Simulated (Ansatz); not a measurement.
Energy needed to pull apart SnH$_{2}$SO, closed shell, into free ground-state atoms, from the structure below (displaced at random from a GFN2-xTB minimum); no zero-point or spin–orbit terms; open-shell atoms are treated unrestricted, in their ground-state multiplicity.

```json
{"atom": "O1", "x (Å)": "0.1025", "y (Å)": "-0.5112", "z (Å)": "1.3721"}
{"atom": "S2", "x (Å)": "1.4111", "y (Å)": "-1.2442", "z (Å)": "0.7074"}
{"atom": "Sn3", "x (Å)": "0.2159", "y (Å)": "0.2572", "z (Å)": "-1.0553"}
{"atom": "H4", "x (Å)": "-1.5834", "y (Å)": "-0.1589", "z (Å)": "-0.8956"}
{"atom": "H5", "x (Å)": "-0.0062", "y (Å)": "1.8974", "z (Å)": "-0.2512"}
```

Computed with Ansatz 0.2.0 (basis: def2-TZVPP); correlated methods freeze the cores. Filled d shells of the heavier atoms are correlated. Core potentials replace the inner electrons of the atoms past krypton. The def2 sets are not built for correlating such inner shells, so the correlated values are less sure here.

```
   method  atomization energy (kJ/mol)
   PBE-D4                         1138
r2SCAN-D4                            ?
  PBE0-D4                         1026
 BHLYP-D4                          918
  LC-wPBE                            ?
  wB97M-V                         1030
       HF                          383
      MP2                         1022
     CCSD                          932
  CCSD(T)                         1003
```

(1) What does r2SCAN-D4 give? (Judge from chemistry; the value comes from the calculation.)

(2) What does LC-wPBE give? (To be estimated.)

No T1 diagnostic of these runs exceeds 0.024. The restricted Hartree–Fock reference is unstable towards an unrestricted one here. A large double-excitation amplitude points to some diradical character; no triplet was computed.

## Answers

(1) By the calculation: 1072 kJ/mol, which is about 69 kJ/mol more than CCSD(T)/def2-TZVPP.

(2) The calculation gives: 963 kJ/mol, which is about 41 kJ/mol less than CCSD(T)/def2-TZVPP.

In triple zeta the MP2 and coupled-cluster atomization energies are still short of their basis limit by a few kcal/mol a bond, whereas those of the functionals are nearly converged, so these differences are not deviations from converged CCSD(T).

For scale, one of the runs: CCSD(T)/def2-TZVPP forces, 151 basis functions (an equivalent command: `ansatz run in.yaml --threads 4`). Hardware: 4 CPU threads, shared host. Wall time 120 s; peak host memory 2 GiB.
